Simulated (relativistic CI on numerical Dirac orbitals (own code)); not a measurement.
# Dy³⁺ (4f9) in a crystal field

Calculated by Dirac-Coulomb-Breit CI, KLI orbitals optimised for each configuration, QED by a radiative potential, one configuration in a parametric crystal field, unscaled Slater integrals (own radial code).

Field parameters in Wybourne normalisation; cubic f-shell fields have B⁴₄ = √(5/14) B⁴₀ and B⁶₄ = −√(7/2) B⁶₀. The field is a parameter set, without covalency.

S is read from ⟨S²⟩ = S(S + 1).

Powder χT (cm³ K mol⁻¹) by Van Vleck's formula, with temperature-independent terms:

```tsv
Field	2 K	5 K	10 K	20 K	50 K	100 K	200 K	300 K
C2v, B20 = 20, B22 = 30, B40 = 860, B42 = 390, B44 = 190, B60 = 500, B62 = -280, B64 = 330, B66 = 80 cm⁻¹	7.86	10.1	11.2	12	13	13.5	13.9	14
Oh, B40 = 1710, B60 = 600 cm⁻¹	4.83	5.93	7.72	10.4	12.5	13.1	13.5	13.8
```

(1) For C2v, B20 = 20, B22 = 30, B40 = 860, B42 = 390, B44 = 190, B60 = 500, B62 = -280, B64 = 330, B66 = 80 cm⁻¹: what effective moment follows at 300 K?

## Answers

(1) μ_eff = √(8χT) = 10.57 μB. The LS value g√(J(J + 1)) of the free ion's 6H°_15/2 level is 10.65 μB.
